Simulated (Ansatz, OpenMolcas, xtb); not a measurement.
**A ladder of methods for CH6BNO2 (SMILES COB(N)O)**

CH6BNO2: 11 atoms, total charge 0, spin state singlet. As SMILES, `COB(N)O`. Geometry: relaxed at PBE0-D4/def2-TZVP. This is one conformer, not always the lowest.

```xyz
11

C     0.7135    0.8516    1.1297
O    -0.4467    0.1025    0.8785
B    -0.6440   -0.5067   -0.3384
N     0.2758   -0.4319   -1.4037
O    -1.8010   -1.2231   -0.5148
H     0.8013    1.7018    0.4431
H     0.6544    1.2386    2.1476
H     1.6169    0.2360    1.0476
H     1.1441    0.0663   -1.3669
H     0.0952   -0.8909   -2.2775
H    -2.3441   -1.2011    0.2754
```

Each level gives the HOMO–LUMO gap (eV). The values are calculated.

```tsv
level	kind	program	value (eV)	CPU time
GFN1-xTB	semi-empirical	xtb	7.32	under 2 s
HF/6-31G* (spherical functions)	Hartree–Fock	OpenMolcas	17.01	5.2 s
SVWN5/6-31G* (spherical functions)	LDA	OpenMolcas	6.97	19 s
BLYP/6-31G* (spherical functions)	GGA	OpenMolcas	6.85	28 s
PBE/6-31G* (spherical functions)	GGA	OpenMolcas	7.03	28 s
M06-L/6-31G* (spherical functions)	meta-GGA	OpenMolcas	8.18	38 s
r2SCAN0/6-31G* (spherical functions)	hybrid meta-GGA	Ansatz	10.33	16 s
CAM-B3LYP/6-31G* (spherical functions)	range-separated hybrid	Ansatz	12.04	8.1 s
PBE-QIDH/6-31G* (spherical functions)	double hybrid	Ansatz	14.13	10 s
```

The values span 6.85 to 17.01 eV. Orbital gaps aren't excitation energies, and those of double hybrids come from the SCF part alone; they tend to grow with the share of exact exchange. Times are those of the runs behind each value, whatever else they computed, on shared processors of several kinds: orders of magnitude only.
